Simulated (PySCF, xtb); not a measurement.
C2H6N, SMILES CC[NH], multiplicity 2. One conformer was computed; it need not be the lowest.

Harmonic wavenumbers (cm⁻¹) from GFN2-xTB (xtb) at its own minimum, in rising order: 148, 293, 409, 711, 958, 993, 1015, 1182, 1185, 1210, 1325, 1387, 1408, 1477, 1493, 2700, 2762, 3037, 3051, 3056, 3329.

Task: What does r2SCAN-D4/def2-TZVP (PySCF) give at its own minimum? (The exact figures need the calculation; the answer reports its results.)

Result: 222, 317, 421, 726, 900, 1013, 1026, 1075, 1244, 1261, 1381, 1407, 1427, 1484, 1495, 2919, 2937, 3039, 3117, 3120, 3373. Paired by order, the mean absolute difference is 53 cm⁻¹ and the zero-point energies are 47.4 and 48.5 kcal/mol.
